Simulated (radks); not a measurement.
The antimony ion Sb2+ inside a hard spherical wall (all orbitals vanish at R), configuration held at [Kr] 4d10 5s2 5p1 and not refilled when levels cross. All-electron calculation, scalar-relativistic Kohn-Sham, LDA (Slater exchange, Perdew-Wang correlation), spin-unpolarised, spherical densities, point nucleus. Program: a radial shooting solver on a logarithmic mesh with Libxc functionals. Eigenvalues in eV, with the zero of energy where the potential of the charges vanishes at infinity; a dash marks a level that is unbound or too diffuse for the functional's potential to be trusted. A positive occupied level is held by the wall or, in an anion where self-interaction has pushed it up, behind a barrier. The pressure on the wall is -dE/dV.

R (bohr)  E (hartree)  kinetic (hartree)    e(4p)    e(4d)    e(5s)    e(5p)  e(6s, empty)  e(5d, empty)  pressure (GPa)
free      -6475.05769           6770.643  -120.13  -51.992  -29.817  -20.407        -9.761        -9.579               0
8         -6475.05763           6770.644  -120.13  -51.988  -29.814  -20.403        -9.344        -9.455         0.00454
6         -6475.05437           6770.678  -120.01  -51.875  -29.723  -20.261        -6.687        -8.506           0.419
4         -6474.91010           6771.611  -117.99  -49.928  -27.608  -16.964        13.312        -0.422            40.4
3         -6474.05867           6775.697  -112.39  -44.579  -18.647   -4.584        60.897        20.317             519
2         -6465.81366           6809.023  -86.515  -17.488   44.850   71.228        266.42        116.46           13800
1.5       -6437.37969           6909.500  -31.393   45.165   210.60   250.39        657.34        308.05          121000
